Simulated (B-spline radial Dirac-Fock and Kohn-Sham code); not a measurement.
ΔSCF core binding energies without Breit or QED terms, calculated with a B-spline atomic structure program.

A sound run for atomic cadmium in the configuration 1s2 2s2 2p6 3s2 3p6 3d10 4s2 4p6 4d10 5s2: The ground state converged in 11 iterations, with total energy -5593.31918 Ha, virial ratio 1.95354 and highest orbital energy -7.66 eV. ΔSCF binding energies: K (1s) 26802.0 eV, L3 (2p3/2) 3551.7 eV, M5 (3d5/2) 411.5 eV.

A second run, with one unsound setting: The ground state converged in 10 iterations, with total energy -5136.26765 Ha, virial ratio 2.00278 and highest orbital energy -8.48 eV. ΔSCF binding energies: K (1s) 27415.1 eV, L3 (2p3/2) 4000.9 eV, M5 (3d5/2) 649.6 eV.

```
iter   energy (Ha)        error
   1    -5108.12282895  5.37e+00
   2    -5135.94953163  4.47e-01
   3    -5136.15502142  2.01e-01
   4    -5136.22844602  9.34e-02
   5    -5136.26582600  1.14e-02
   6    -5136.26744701  4.06e-03
   7    -5136.26764541  5.66e-04
   8    -5136.26764924  5.93e-05
   9    -5136.26764932  6.77e-06
  10    -5136.26764932  3.83e-07
```

Question: Which fault fits the second run best?
A. mesh too coarse
B. damping too heavy
C. speed of light below Z
D. functional not served

Answer: A. The input had h = 2.0: h is too large to resolve the orbitals.
